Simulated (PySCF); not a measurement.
C8H9F.
SMILES with atom numbers: `[CH3:1][CH2:2][c:3]1[cH:4][cH:5][cH:6][c:7]([F:8])[cH:9]1` (hydrogens: H10, H11, H12 on C1; H13, H14 on C2; H15 on C4; H16 on C5; H17 on C6; H18 on C9)

Structure used (GFN2-xTB), in Å, numbered top down from 1:
```
atom  x, y, z in Å
C1    -2.479    0.098   -0.410
C2    -1.554   -0.637    0.564
C3    -0.123   -0.262    0.309
C4     0.448    0.836    0.942
C5     1.754    1.210    0.677
C6     2.518    0.494   -0.229
C7     1.939   -0.593   -0.855
F8     2.669   -1.303   -1.744
C9     0.638   -0.982   -0.603
H10   -2.229   -0.159   -1.436
H11   -3.516   -0.173   -0.225
H12   -2.374    1.174   -0.292
H13   -1.829   -0.375    1.588
H14   -1.684   -1.714    0.439
H15   -0.137    1.402    1.651
H16    2.182    2.064    1.178
H17    3.538    0.765   -0.450
H18    0.229   -1.839   -1.115
```

Jobs on this species (18 atoms, 66 electrons) with PySCF (density fitting). Hardware of each: one thread, Arm Neoverse V1 (aarch64), shared host. Times come from a shared host and carry two figures at best. Peak memory is the resident size of the whole Python process, interpreter and libraries included.

Question: Rank these jobs by wall time, shortest first.
A. PBE0/pcSseg-0, IEF-PCM acetonitrile, damping 0.3 at the start, DIIS from the seventh cycle; spin–spin couplings from 10 perturbed nuclei, spin–dipole term for 1 of them; 99 basis functions
B. PBE0/pcSseg-1; shieldings, ring-centre shieldings, charges and field gradients; 198 basis functions
C. HSE06/pcSseg-1, damping 0.2 at the start, DIIS from the seventh cycle; shieldings, ring-centre shieldings, charges and field gradients; 198 basis functions

Answer: A (18 s), B (35 s), C (71 s).

All jobs:

```tsv
level and settings	work	basis functions	SCF cycles	wall time	peak memory
wB97X-D/pcSseg-0, energy threshold 1e-08 Eh, start guess vsap	shieldings, ring-centre shieldings	99	11	14 s	0.74 GiB
PBE0/pcSseg-0, IEF-PCM acetonitrile, damping 0.3 at the start, DIIS from the seventh cycle	spin–spin couplings from 10 perturbed nuclei, spin–dipole term for 1 of them	99	12	18 s	0.79 GiB
PBE0/pcSseg-1	shieldings, ring-centre shieldings, charges and field gradients	198	14	35 s	0.86 GiB
BP86/pcSseg-1, fitting basis def2-universal-jkfit	shieldings, ring-centre shieldings	198	12	37 s	0.73 GiB
revPBE/pcSseg-1	shieldings, ring-centre shieldings	198	15	43 s	0.83 GiB
X3LYP/def2-SVPD, fitting basis def2-qzvpp-jkfit	shieldings, ring-centre shieldings	255	11	46 s	1.0 GiB
PBE0/def2-SVPD	6 singlets by full TDDFT, 2 Tamm–Dancoff triplets, polarisability	255	14	53 s	1.0 GiB
HSE06/pcSseg-1, damping 0.2 at the start, DIIS from the seventh cycle	shieldings, ring-centre shieldings, charges and field gradients	198	17	71 s	1.1 GiB
```

Question: What do all jobs in the table cost together?

Answer: About 5.3 min; the longest takes about 22 % of that, and about 5.1 times as long as the shortest.

The pairwise dispersion term of wB97X-D wasn't added to the energies; at a given geometry it leaves orbitals and properties as they are.
